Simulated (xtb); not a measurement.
H7NO2Si2, SMILES O([Si@@H](O)N)[SiH3]. All values are semi-empirical tight-binding results from xtb (GFN2-xTB unless named), good for trends rather than for accurate numbers. Geometry optimised at GFN2-xTB. The structure was generated by enumeration; whether it is a known compound was not checked. One conformer was computed; it need not be the lowest.

Optimised geometry:

```xyz
12

N     -2.0606     0.6916     0.6408
Si    -0.9482    -0.1407    -0.3795
O     -0.8493    -1.6849     0.1140
O      0.5685     0.4274    -0.3576
Si     2.1168     0.4166     0.1065
H     -2.0049     0.5407     1.6362
H     -2.2265     1.6671     0.4606
H     -1.3985     0.0118    -1.7516
H     -1.6516    -2.1739     0.2689
H      2.1808     0.9448     1.4729
H      2.6464    -0.9442     0.0518
H      2.7636     1.3092    -0.8539
```
Charge 0, spin multiplicity 1.

```yaml
orbital_gap: 5.82 eV
dipole_moment: 1.83 D
zero_point_energy: 47.7 kcal/mol
G − E(el) at 298.15 K (modified RRHO): 26.4 kcal/mol
static polarisability (D4 model): 80.2 bohr³
solvation energy, GFN2-xTB/ALPB(water): -5.4 kcal/mol
solvation energy, GFN2-xTB/ALPB(thf): -8.7 kcal/mol
```

Computed atomic charges and the Wiberg bond orders between heavy atoms:
charges (e) N1 -0.43, Si2 0.60, O3 -0.48, O4 -0.44, Si5 0.52, H6 0.16, H7 0.15, H8 -0.08, H9 0.30, H10 -0.10, H11 -0.10, H12 -0.10. Bond orders N1–Si2 1.09, Si2–O3 1.16, Si2–O4 1.05, O4–Si5 1.10.
